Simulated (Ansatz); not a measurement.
System: SiNH5, charge 0, singlet. SiNH5 (SMILES N[SiH3]).
B3LYP-D3(BJ)/def2-TZVP minimum from Ansatz (a quantum-chemistry and plane-wave program):
```xyz
7

Si    -0.5696     0.0696     0.0504
N      1.1309    -0.1284    -0.1512
H     -1.2484    -0.9196    -0.8181
H     -0.9182     1.4495    -0.3595
H     -1.0862    -0.1260     1.4333
H      1.5430    -1.0471    -0.1078
H      1.7680     0.5669     0.2046
```

Hartree-Fock and CCSD(T) correlation energies in hartree (Ansatz). Radicals and triplets start from unrestricted determinants; spin-orbit coupling is neglected. Cores are frozen in correlated methods. No relativity.

```json
[
 {"basis": "cc-pV(T+d)Z", "X": "3", "E(HF)": "-346.35302", "E(corr, CCSD(T))": "-0.39526"},
 {"basis": "cc-pV(Q+d)Z", "X": "4", "E(HF)": "-346.36184", "E(corr, CCSD(T))": "-0.41778"},
 {"basis": "cc-pV(5+d)Z", "X": "5", "E(HF)": "-346.36377", "E(corr, CCSD(T))": "withheld"}
]
```

Problem. Fit E(corr) = E∞ + A/X³ to X = 3 and 4, predict X = 5, and compare with the run.

Solution. A = (-0.39526 - (-0.41778))/(1/27 - 1/64) = 1.0517; E∞ = -0.41778 - A/64 = -0.43421; at X = 5, E∞ + A/125 = -0.42580. The run gave -0.42486, 0.94 mEh above the prediction. The same form on X = 4 and 5 gives E∞ = -0.43229, 1.93 mEh above the first estimate.
